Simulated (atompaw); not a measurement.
# How hard is this sulfur PAW (atompaw) potential?

S, PAW, made with atompaw 4.2.0.5 (PBE, non-relativistic). Core [Ne], reference 3s2 3p4. Waves: 3s (bound); 3s channel at 0.05 Ry; 3p (bound); 3p channel at 1.45 Ry. Local part: troulliermartins scheme with l = 2 at 0 Ry, radius 1.45 bohr. Core correction: smooth core density matched at 1.45 bohr. Augmentation charge: besselshape compensation charge, radius 1.25 bohr; PAW radius 1.60 bohr; waves and projectors: bloechl.

The pseudo-atom Hamiltonian at the reference potential is diagonalised in spherical Bessel functions j_l(qr) that vanish at 20 bohr, with q² up to the cutoff. All-electron valence levels (Ry): 3s -1.2600, 3p -0.5161.

**Question.** How do the lowest levels (Ry) of each channel move with the cutoff, and are there ghosts?

**Answer.**

```tsv
cutoff (Ry)	s #1	s #2	p #1	p #2	d #1	d #2	f #1	Σ f·Δε (mRy)
8	-1.2557	-0.0263	-0.4857	0.0316	0.0704	0.1561	0.1171	130.0
15	-1.2570	-0.0263	-0.5122	0.0308	0.0702	0.1546	0.1171	21.6
30	-1.2579	-0.0264	-0.5145	0.0307	0.0701	0.1532	0.1171	10.6
45	-1.2596	-0.0267	-0.5156	0.0307	0.0700	0.1527	0.1171	2.7
70	-1.2789	-1.2591	-0.5160	0.0307	0.0700	0.1526	0.1171	2.2
100	-1.3700	-1.2600	-0.5160	0.0306	0.0700	0.1526	0.1171	0.1
400	-1.4132	-1.2600	-0.5161	0.0306	0.0700	0.1525	0.1171	0.0
```

Result: ghost state, extra bound levels that the all-electron valence spectrum of the same l lacks: s at -19.2 eV (a true bound ghost makes a file unfit for plane-wave use); 10 mRy is reached at 35 Ry and 1 mRy at 80 Ry.
